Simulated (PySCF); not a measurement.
Compound: C₃H₉NOSi₂.
SMILES with atom numbers: `[O:1]=[CH:2][NH:3][SiH:4]1[CH2:5][SiH2:6][CH2:7]1`

Structure used (PBE0-D3(BJ)/def2-SVP), in Å, numbered top down from 1:
```
atom  x, y, z in Å
O1     2.900   -0.614    0.616
C2     2.233   -1.456    0.056
N3     1.064   -1.173   -0.578
Si4    0.464    0.502   -0.594
C5    -1.341    0.398   -1.164
Si6   -1.810    0.406    0.687
C7    -0.075    1.045    1.132
H8     2.530   -2.532    0.023
H9     0.570   -1.940   -1.020
H10    1.403    1.371   -1.358
H11   -1.658    1.339   -1.645
H12   -1.666   -0.436   -1.803
H13   -2.960    1.284    1.067
H14   -2.067   -0.973    1.203
H15   -0.073    2.146    1.219
H16    0.470    0.627    1.989
```

A calculation gives these core lines: C 1s: 289.70 (area 2), 293.78 (area 1) eV; N 1s: 405.38 eV; O 1s: 537.20 eV; Si 1s: 1846.35 (area 1), 1846.83 (area 1) eV; Si 2p3/2: 106.55 (area 1), 106.95 (area 1) eV.

Computed, not measured: PySCF 2.14.0, delta-SCF UKS SCAN, pcX-2 on the ionised atom, pcseg-1 elsewhere, spin-free X2C. Geometry: PBE0-D3(BJ)/def2-SVP, one conformer, isolated molecule.

Task: Order the carbon atoms by C 1s binding energy.

Result: 289.70 eV: C5/C7 (sp3 carbon bound to silicon); 293.78 eV: C2 (amide carbonyl carbon). Lowest listed C 1s: C5/C7, bonded to 2 H and 2 Si. Highest, 4.08 eV above it: C2, bonded to O (double bond), N and H. Summing the Pauling electronegativity differences to the bonded atoms, each weighted by its formal bond order, gives -2.00 for the lowest site and +1.92 for the highest.

Task: Assign the Si 1s lines to atoms.

Result: 1846.35 eV: Si6 (SiH2 silicon); 1846.83 eV: Si4 (SiH silicon). Lowest listed Si 1s: Si6, bonded to 2 C and 2 H. Highest, 0.48 eV above it: Si4, bonded to N, 2 C and H.

Task: Assign the Si 2p3/2 lines to atoms.

Result: 106.55 eV: Si6 (SiH2 silicon); 106.95 eV: Si4 (SiH silicon). The listed Si 2p3/2 values span 0.40 eV, from Si6 (bonded to 2 C and 2 H) to Si4 (bonded to N, 2 C and H). Summing the Pauling electronegativity differences to the bonded atoms, each weighted by its formal bond order, gives +1.90 for the lowest site and +2.74 for the highest.

Bonded neighbours of each site: O1: C (double bond); C2: O (double bond), N and H; N3: C, H and Si; Si4: N, 2 C and H; C5/C7: 2 H and 2 Si; Si6: 2 C and 2 H.

Task: What is the longest wavelength that can ionise C 1s of C5/C7 vertically?

Result: λ = hc/E = 12398.42 eV Å / 289.70 eV = 42.797 Å.

One atom of each set of topologically equivalent atoms was ionised and stands for the set; in this conformer not all members are related by symmetry, and their own values weren't computed. For 2p shells one spin-free hole was relaxed; a mean-field spin–orbit operator and the ground-state splitting of the three 2p orbitals were then diagonalised within the shell. The shell's mean is (2 × 2p3/2 + 2p1/2)/3, and the degeneracies 2j + 1 give areas of 2:1. 2p1/2 minus 2p3/2 (ligand field included): Si 0.62 eV.
